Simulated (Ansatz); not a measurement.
Cost and result up the ladder for Ga10As10H30, a nanocrystal cut from zinc blende GaAs (hydrogen-capped) (50 atoms). Charge 0, multiplicity 1. Geometry: PBE-D4/def2-SVP.

Cartesian coordinates in Å:
```
Ga 0.9931 -1.6616 2.5175
Ga -0.4745 -4.4500 -0.7126
Ga -2.2886 0.5122 2.1411
Ga -3.7700 -2.2674 -1.0866
Ga 3.6783 -2.4399 -1.0181
Ga 1.2629 2.2308 1.8748
Ga 3.9469 1.4696 -1.6669
Ga 0.0053 -0.1945 -1.1769
Ga -3.4547 2.2829 -1.8396
Ga 0.1095 4.0116 -2.1062
As -0.1426 -3.7343 1.7154
As 3.2144 -2.1049 1.4696
As -0.0063 0.2088 1.2608
As -1.3139 -2.2523 -1.5644
As -3.6209 -1.4322 1.3212
As -3.3677 2.2502 0.7116
As 2.3741 -0.4686 -1.8389
As 3.4984 2.0146 0.7864
As 0.3948 4.0713 0.4299
As -1.0332 1.7892 -2.2310
H 1.0294 -1.5007 4.0859
H 0.9800 -4.8024 -1.1931
H -1.7051 -5.4381 -0.6777
H -2.4034 0.7766 3.6916
H -4.2130 -3.7778 -0.9653
H -4.5660 -1.1281 -1.8206
H 3.0004 -3.8231 -1.3310
H 5.2084 -2.0950 -1.1972
H 1.3142 2.5752 3.4129
H 5.4133 0.8857 -1.6924
H 3.4516 2.7561 -2.4222
H -4.4110 1.0851 -2.1883
H -3.6897 3.7973 -2.2183
H 1.5877 3.9953 -2.6404
H -0.9774 5.1133 -2.4171
H 0.5788 -4.8529 2.4653
H -1.4443 -3.8198 2.5071
H 3.7394 -3.3173 2.2365
H 4.1714 -1.0915 2.0904
H -1.2435 -2.4069 -3.0837
H -3.3237 -2.5715 2.2918
H -5.0315 -1.1456 1.8328
H -4.7932 2.3307 1.2551
H -2.9029 3.5902 1.2743
H 2.2697 -0.7115 -3.3446
H 4.3252 1.1340 1.7187
H 4.1983 3.3266 1.1365
H 1.2736 5.2647 0.7999
H -0.8668 4.5764 1.1239
H -0.9753 1.4397 -3.7182
```

Ansatz on 11 threads of AMD EPYC 7R13 on a shared host and a whole NVIDIA H100 80GB HBM3. Times are rough, and most runs start from the orbitals of an earlier one. PBE0-D4/def2-TZVP serves as the yardstick here, not as an exact answer. Differences are given only for rows in sets of like size (and for xTB, whose basis is part of the method), since another set adds its own error. Binding counts from free atoms at the same level (Ga doublet, As quartet, H doublet; other spins of the atoms weren't run), without zero-point energy or a counterpoise term.

Correlated methods freeze 180 core orbitals; core or outer-core shells of Ga, As are correlated, in sets that lack core-valence functions. The rows differ in basis, and correlated rows in double-zeta sets carry the largest basis error. Single mean-field runs in def2-SVP, def2-TZVP are fitted with def2-universal-jkfit.

Correlated methods converge slowly with the basis, most of all in double-zeta sets.

```json
{"level": "PBE-D4/def2-SVP", "functions": "790", "wall time": "3.7 s", "binding energy per atom (eV)": "2.57", "difference from PBE0-D4/def2-TZVP (eV)": "–"}
{"level": "PBE-D4/def2-TZVP", "functions": "1140", "wall time": "6 s", "binding energy per atom (eV)": "2.57", "difference from PBE0-D4/def2-TZVP (eV)": "0.01"}
{"level": "PBE0-D4/def2-SVP", "functions": "790", "wall time": "6.5 s", "binding energy per atom (eV)": "2.57", "difference from PBE0-D4/def2-TZVP (eV)": "–"}
{"level": "r2SCAN-D4/def2-TZVP (with forces)", "functions": "1140", "wall time": "8 s", "binding energy per atom (eV)": "2.59", "difference from PBE0-D4/def2-TZVP (eV)": "0.03"}
{"level": "B97M-V/def2-TZVP", "functions": "1140", "wall time": "9.5 s", "binding energy per atom (eV)": "2.59", "difference from PBE0-D4/def2-TZVP (eV)": "0.03"}
{"level": "MP2/def2-SVP", "functions": "790", "wall time": "13 s", "binding energy per atom (eV)": "2.36", "difference from PBE0-D4/def2-TZVP (eV)": "–"}
{"level": "PBE0-D4/def2-TZVP (with forces)", "functions": "1140", "wall time": "16 s", "binding energy per atom (eV)": "2.56", "difference from PBE0-D4/def2-TZVP (eV)": "0.00"}
```
